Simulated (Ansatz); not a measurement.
`CO[Si](N)(O)O` + `CC(C)O[SiH3]` → `CO[Si](O)(O)O[SiH3]` + `CC(C)N`  (formal exchange of groups at the Si–N bond)

Computed with Ansatz on PBE0-D4/def2-TZVP structures; ΔE is electronic, products minus reactants. CCSD(T)/CBS is the MP2 limit (def2-TZVPP, def2-QZVPP) plus CCSD(T) − MP2 in def2-TZVPP, frozen cores. DFT in def2-TZVPP. B3LYP here is the variant with VWN-RPA as its local correlation; programs differ in this. One conformer a species, not always the lowest.

`CO[Si](N)(O)O`:

Cartesian coordinates in Å:
```
C -1.666 0.987 0.433
O -0.316 0.805 0.787
Si 0.654 -0.341 0.143
N 1.087 -0.208 -1.492
O -0.179 -1.741 0.329
O 2.056 -0.230 0.971
H -2.250 0.079 0.609
H -1.766 1.271 -0.621
H -2.076 1.793 1.045
H 1.785 0.450 -1.793
H 0.458 -0.465 -2.232
H 0.232 -2.527 -0.035
H 1.981 0.127 1.857
```

`CC(C)O[SiH3]`:

```xyz
15

C    -1.610    0.910    0.336
C    -0.377    0.034    0.321
C    -0.695   -1.404   -0.035
O     0.533    0.583   -0.626
Si    2.163    0.453   -0.509
H    -1.348    1.937    0.596
H    -2.336    0.542    1.064
H    -2.077    0.914   -0.651
H     0.087    0.061    1.319
H     0.209   -2.017   -0.044
H    -1.151   -1.451   -1.027
H    -1.391   -1.835    0.689
H     2.623    0.895    0.839
H     2.637   -0.946   -0.710
H     2.733    1.324   -1.563
```

`CO[Si](O)(O)O[SiH3]`:

Z-matrix (Å, degrees):
```
C
O 1 1.411
H 1 1.094 2 111.2
H 1 1.095 2 111.2 3 -121.4
H 1 1.091 2 108.2 3 119.4
Si 2 1.626 1 124.3 3 57.4
O 6 1.627 2 106.5 1 -171.7
O 6 1.630 2 114.5 1 68.8
O 6 1.620 2 108.5 1 -48.7
H 7 0.958 6 116.7 2 32.6
H 8 0.958 6 117.1 2 77.4
Si 9 1.639 6 142.2 2 151.3
H 12 1.485 9 110.0 6 -81.7
H 12 1.484 9 107.7 6 159.3
H 12 1.485 9 110.9 6 39.5
```

`CC(C)N`:

Z-matrix (Å, degrees):
```
C
C 1 1.517
H 1 1.094 2 111.2
H 1 1.093 2 110.1 3 119.6
H 1 1.092 2 111.0 3 -119.9
C 2 1.517 1 111.4 3 179.9
N 2 1.458 1 108.8 3 -60.1
H 2 1.104 1 107.8 3 61.7
H 6 1.094 2 111.2 1 -179.8
H 6 1.092 2 111.0 1 -59.9
H 6 1.093 2 110.1 1 60.5
H 7 1.013 2 110.6 1 60.0
H 7 1.013 2 110.6 1 178.4
```

```tsv
level	ΔE (kJ/mol)	difference from CCSD(T)/CBS
PBE-D4	-62.5	9.8
r2SCAN-D4	-67.9	4.4
PBE0-D4	-67.4	4.9
B3LYP-D4	-68.3	4.0
ωB97M-V	-68.0	4.3
B2PLYP	-70.5	1.8
PBE	-62.6	9.7
r2SCAN	-67.9	4.4
PBE0	-67.4	4.9
MP2/def2-TZVPP	-73.6	-1.3
SCS-MP2/def2-TZVPP	-74.3	-2.0
CCSD/def2-TZVPP	-74.2	-1.9
MP2/def2-QZVPP	-73.9	-1.6
SCS-MP2/def2-QZVPP	-74.7	-2.4
MP2/CBS(def2)	-73.4	-1.1
CCSD/CBS(def2)	-74.1	-1.8
CCSD(T)/CBS	-72.3	0
```

Largest T1 diagnostic among the species: 0.011.

From PBE to PBE0 (25 % exact exchange), in def2-TZVPP and without D4, ΔE moves by −4.8 kJ/mol. In def2-TZVPP, CCSD(T) changes the Hartree–Fock value by +7.2 kJ/mol (the triples alone add +1.8 kJ/mol) and MP2 by +6.1 kJ/mol.
